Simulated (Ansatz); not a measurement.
This geometry of CH5Sn (7 atoms, charge -1, multiplicity 1) is a first-order saddle point.

Method: RKS PBE0/def2-SVP in Ansatz 0.2.0.

```xyz
7
Properties=species:S:1:pos:R:3
C -0.600 -1.358 -0.008
Sn 0.092 0.624 -0.084
H 0.184 -1.965 -0.511
H -0.572 -1.641 1.067
H -1.025 1.765 -0.853
H 0.376 1.539 1.413
H 1.543 1.037 -1.024
```

Which two structures does it join? (They come from a converged band through this point; their orientation in space is the band's.)

No bond is made or broken. The dihedral H3–C1–Sn2–H6 goes from -180 to -57°. The two ends are copies of one structure, up to a mirror image or an exchange of like atoms.

Image 0:

```xyz
7
Properties=species:S:1:pos:R:3
C -0.646 -1.269 0.340
Sn 0.147 0.620 -0.094
H -0.630 -1.853 -0.608
H 0.071 -1.772 1.027
H -0.882 1.534 -1.191
H 0.198 1.658 1.327
H 1.744 1.082 -0.801
```

Image 6:

```xyz
7
Properties=species:S:1:pos:R:3
C -0.289 -1.408 -0.283
Sn 0.111 0.634 -0.036
H 0.571 -1.960 0.158
H -1.172 -1.645 0.353
H -1.173 1.647 -0.688
H 0.443 1.582 1.467
H 1.510 1.151 -0.970
```

How far does it lie above each of them?

7.4 kJ/mol above the first and 7.4 kJ/mol above the second. This is the barrier of this one path; another mechanism may lie lower. Limits of this set-up: an anion without diffuse functions, the dipole of an ion depends on the origin.

The run took 86 s on 1 thread of Intel(R) Xeon(R) Platinum 8259CL CPU @ 2.50GHz (Skylake/Cascade Lake), on a shared host, peak memory 0.14 GiB.
